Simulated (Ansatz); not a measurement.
The cluster K2Na6⁺. The state is a doublet with charge 1. Geometry PBE0/def2-SVP; atoms count from 1.

```
atom   x (Å)   y (Å)   z (Å)
 Na1  -2.643  -1.484  -2.785
 Na2  -0.419   1.339  -2.526
 Na3  -0.981   3.926  -0.096
 Na4   3.335  -2.004   2.090
 Na5  -0.073  -1.239   2.933
 Na6  -1.953   0.368   0.376
  K7   0.658  -2.589  -0.927
  K8   2.076   1.682   0.935
```

Another isomer (doublet) lies 0.27 eV lower at PBE0/def2-TZVP; other spin states weren't run for this one.

**Question.** Estimate the Mulliken populations from the PBE0/def2-TZVP orbitals of Ansatz.

**Answer.** 
```tsv
atom	charge (e)	spin (α − β)
Na1	0.04	-0.02
Na2	0.14	0.16
Na3	0.05	-0.02
Na4	0.06	0.21
Na5	0.09	0.22
Na6	0.14	0.27
K7	0.24	0.09
K8	0.23	0.10
```
Mulliken values and Mayer orders depend strongly on the basis.

**Question.** Where does the spin sit?

**Answer.** Summed by element: Na 0.81, K 0.19, of 1 unpaired in all. Largest on single atoms: Na6 0.27, Na5 0.22, Na4 0.21.

**Question.** And the Mayer bond orders between bonded heavy atoms (over 0.3)?

**Answer.** Na1–Na2 0.31 (3.60 Å); Na1–K7 0.33 (3.95 Å); Na2–Na3 0.31 (3.59 Å); Na3–K8 0.33 (3.93 Å); Na4–Na5 0.33 (3.59 Å).
